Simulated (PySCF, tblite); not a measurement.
C6H11FOSi.
Numbering: `[CH:1]#[C:2][C@@:3]([F:4])([CH2:5][CH2:6][CH3:7])[SiH2:8][OH:9]` (hydrogens: H10 on C1; H11, H12 on C5; H13, H14 on C6; H15, H16, H17 on C7; H18, H19 on Si8; H20 on O9)

Cartesian coordinates in Å at the GFN2-xTB level; atoms count from 1:
```xyz
20
C6H11FOSi angstrom
C     -0.9587    2.7651   -0.8596
C     -0.9029    1.5784   -0.7075
C     -0.8832    0.1457   -0.5389
F     -0.7757   -0.4556   -1.8205
C      0.3234   -0.3031    0.2857
C      1.6555    0.1047   -0.3435
C      2.8374   -0.3643    0.4947
Si    -2.5673   -0.5227    0.1557
O     -2.5393   -2.1379    0.0384
H     -0.9948    3.8065   -0.9778
H      0.2311    0.1371    1.2808
H      0.2906   -1.3907    0.3905
H      1.7235   -0.3267   -1.3444
H      1.6846    1.1921   -0.4458
H      2.7980    0.0738    1.4900
H      2.8314   -1.4476    0.5975
H      3.7746   -0.0711    0.0278
H     -2.6520   -0.2750    1.5856
H     -3.6257    0.0718   -0.6547
H     -2.2557   -2.5700   -0.7655
```

Theory: PBE0/pcSseg-1 in PySCF (dipole) on a GFN2-xTB geometry, gas phase.

Take the most abundant isotopes and a rigid rotor. The values belong to one conformer with, in the numbering `[CH:1]#[C:2][C@@:3]([F:4])([CH2:5][CH2:6][CH3:7])[SiH2:8][OH:9]`, C2–C3–C5–C6 -59°, C3–C5–C6–C7 180°, C2–C3–Si8–O9 169°, C3–Si8–O9–H -47°.

(1) What are A, B and C (MHz)?

(2) Classify the top.

(3) Is it planar, by Δ = Ic − Ia − Ib?

(4) Give the other two planar moments, Paa and Pbb, and the rms extents of the mass along the axes.

(5) Where do the levels up to J = 4 lie, in cm⁻¹?

(6) Which types of transition are allowed, and where do some lines up to J = 3 fall?

(7) Estimate the classical rotational partition function at 10 K, 100 K and 200 K.

Results:

(1) Ia = 301.83, Ib = 540.73, Ic = 705.50 u·Å²; 505379 MHz·u·Å²/I gives A = 1674, B = 934.6, C = 716.3 MHz.

(2) An asymmetric top: κ = (2 × 934.6 − 1674 − 716.3)/(1674 − 716.3) = -0.54.

(3) Not planar: Δ = Ic − Ia − Ib = -137.06 u·Å². For a rigid frame Δ = −2 Σ m c², so Σ m c² = 68.53 u·Å² lies off the ab plane: 11.21 from hydrogen and 57.32 from heavier atoms. The atom farthest from that plane is 1.97 Å away.

(4) Paa = Σ m a² = (Ib + Ic − Ia)/2 = 472.20 and Pbb = Σ m b² = (Ia + Ic − Ib)/2 = 233.30 u·Å². With the mass M = 146.06 u, the rms extents √(P/M) along a, b and c are 1.80, 1.26, 0.68 Å.

(5) Above 0(0,0):
J = 1: 1(0,1) 0.0551, 1(1,1) 0.0797, 1(1,0) 0.0870
J = 2: 2(0,2) 0.1638, 2(1,2) 0.1826, 2(1,1) 0.2044, 2(2,1) 0.2785, 2(2,0) 0.2799
J = 3: 3(0,3) 0.3238, 3(1,3) 0.3361, 3(1,2) 0.3796, 3(2,2) 0.4437, 3(2,1) 0.4503, 3(3,1) 0.5861, 3(3,0) 0.5862
J = 4: 4(0,4) 0.5325, 4(1,4) 0.5395, 4(1,3) 0.6111, 4(2,3) 0.6629, 4(2,2) 0.6811, 4(3,2) 0.8087, 4(3,1) 0.8099, 4(4,1) 1.0049, 4(4,0) 1.0049
The levels of one J sum to (2J + 1)J(J + 1)(A + B + C)/3.

(6) The dipole components are |μa| = 0.66 D, |μb| = 0.28 D, |μc| = 0.52 D. The squared components, which scale the intensities, stand as 1.00 : 0.19 : 0.64 (a : b : c). Some lines, for components of 0.1 D or more:

```tsv
type	branch	J(Ka,Kc)	MHz	lower level (cm⁻¹)
c	Q	3(1,3) ← 3(0,3)	369	0.324
c	Q	2(1,2) ← 2(0,2)	563	0.164
b	Q	2(1,1) ← 2(0,2)	1218	0.164
a	R	1(0,1) ← 0(0,0)	1651	0.000
b	Q	3(1,2) ← 3(0,3)	1674	0.324
c	Q	3(2,2) ← 3(1,2)	1921	0.380
b	Q	3(2,1) ← 3(1,2)	2120	0.380
c	Q	2(2,1) ← 2(1,1)	2219	0.204
b	Q	2(2,0) ← 2(1,1)	2261	0.204
b	R	2(0,2) ← 1(1,1)	2521	0.080
b	Q	2(2,1) ← 2(1,2)	2874	0.183
b	Q	3(2,2) ← 3(1,3)	3226	0.336
a	R	2(0,2) ← 1(0,1)	3260	0.055
c	Q	3(3,1) ← 3(2,1)	4070	0.450
b	Q	3(3,0) ← 3(2,1)	4075	0.450
b	R	3(0,3) ← 2(1,2)	4233	0.183
a	R	3(1,3) ← 2(1,2)	4602	0.183
a	R	3(0,3) ← 2(0,2)	4796	0.164
a	R	3(2,1) ← 2(2,0)	5110	0.280
c	R	2(2,0) ← 1(1,0)	5781	0.087
b	R	2(2,0) ← 1(1,1)	5999	0.080
b	R	3(2,2) ← 2(1,1)	7172	0.204
b	R	3(3,1) ← 2(2,0)	9180	0.280
c	R	3(3,1) ← 2(2,1)	9221	0.278
b	R	3(3,0) ← 2(2,1)	9227	0.278
```

(7) Point group C1, symmetry number σ = 1; q = (√π/σ)·√((kT/h)³/(ABC)), k/h = 20836.6 MHz/K: 5040 at 10 K, 159000 at 100 K, 450000 at 200 K.

Its GFN2-xTB frequencies are all real (lowest 42 cm⁻¹). Constants of a rigid frame at the computed geometry: no zero-point averaging, no centrifugal distortion. A rigid rotor knows nothing of internal rotation, which can split or shift real lines.
